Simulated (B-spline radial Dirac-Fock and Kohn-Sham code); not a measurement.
A summary of the ionisation energies of lanthanum (Z = 57) against charge, from ΔSCF Dirac-Fock with Breit, self-energy and vacuum polarisation, finite nucleus, configuration average and from the NIST table. The largest relative steps of the computed values, from charge +5 on, come at La¹¹⁺ (46 electrons left, 166.8 to 276.6 eV); La²⁹⁺ (28 electrons left, 1037.6 to 1807.2 eV); La⁴⁷⁺ (10 electrons left, 3799.7 to 8811.4 eV); La⁵⁵⁺ (2 electrons left, 11033.1 to 45142.1 eV). The median of |NIST − computed| / NIST over the 57 ions is 0.89 %.

```csv
charge,computed (eV),NIST (eV)
0,4.91,5.5769
4,62.36,61.6
8,117.1,119
12,305.7,303
16,429.1,431
20,563.5,566
24,813.5,806
28,1037.6,1039.09
32,2077.9,2069
36,2460.7,2473
40,3073.4,3036
44,3444.0,3515
48,9067.1,8914
52,10121.1,10426
56,46245.8,46245.77
```
